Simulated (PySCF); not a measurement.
## Sn: excitation energy

Sn [Kr] 4d10 5s2 5p2 (3P) → Sn [Kr] 4d10 5s1 5p3 (5S), as a difference of total energies. All numbers are calculated (PySCF 2.14, the spin-free X2C one-electron Hamiltonian (Gaussian nucleus), in x2c-TZVPPall (8s6p4d2f, 60 functions)). Correlated levels: valence: [Kr] 4d10 frozen. The calculations carry no spin-orbit coupling.

| method | excitation energy (eV) |
| --- | --- |
| UHF | 2.984 |
| MP2 (valence) | 3.717 |
| SCS-MP2 (valence) | 4.046 |
| CCSD (valence) | 3.921 |
| CCSD(T) (valence) | 3.953 |
| CCSDT (valence) | 3.962 |

Problem. How much does correlation contribute at CCSD(T) (valence)?

Solution. 3.953 − (2.984) = 0.969 eV, measured against UHF.

Errors of the correlated levels include the incompleteness of this basis and the frozen core.

For comparison: 4.607 eV (measured; NIST levels, between the centres of gravity of the two terms).
